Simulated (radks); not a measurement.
The numbers below are computed, except where a source is named.
Problem. Ionisation of neutral bromine, [Ar] 3d10 4s2 4p5, to Br+, [Ar] 3d10 4s2 4p4, under several functionals. Dirac Kohn-Sham, spin-unpolarised, spherical densities, finite nucleus; open shells fill j = l - 1/2 first; a radial shooting solver on a logarithmic mesh with Libxc functionals. Known Delta-SCF values: LDA (Slater exchange, Perdew-Wang correlation) 12.491 eV; LDA (Slater exchange, Perdew-Zunger correlation) 12.495 eV; OLYP 12.265 eV. What does Wu-Cohen GGA give, and what is its highest occupied eigenvalue?

Solution. 12.350 eV by Delta-SCF; the 4p3/2 eigenvalue is -7.669 eV. NIST: 11.814 eV (measured).

Beside tabulated values, note that spin-unpolarised runs miss the spin-polarisation part of the exchange energy of open shells.
